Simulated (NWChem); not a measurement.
# LiOH cation, doublet; SMILES of the neutral closed-shell parent [Li][OH]

```xyz
3

Li    -0.9225    -0.8625    -0.7935
O      0.2449     0.2283     0.2106
H      0.8530     0.7982     0.7338
```
Atoms are numbered in this order, from 1.

This is a stationary point of B3LYP/6-31G* (spherical d), spin-unrestricted (NWChem), point group C*v. The spin multiplicity was typed, not searched, and may not be the lowest.

Question: Is it a minimum? If not, what does it relax to?

Answer: No. It has an imaginary frequency of 235i cm⁻¹. Following that mode (on a finer grid) lowers the energy by 0.4 kcal/mol and ends, with real frequencies alone, at point group Cs:
```xyz
3

Li    -0.8784    -0.8861    -0.7612
O      0.2128     0.3621     0.1970
H      0.9867     0.4193     0.8057
```
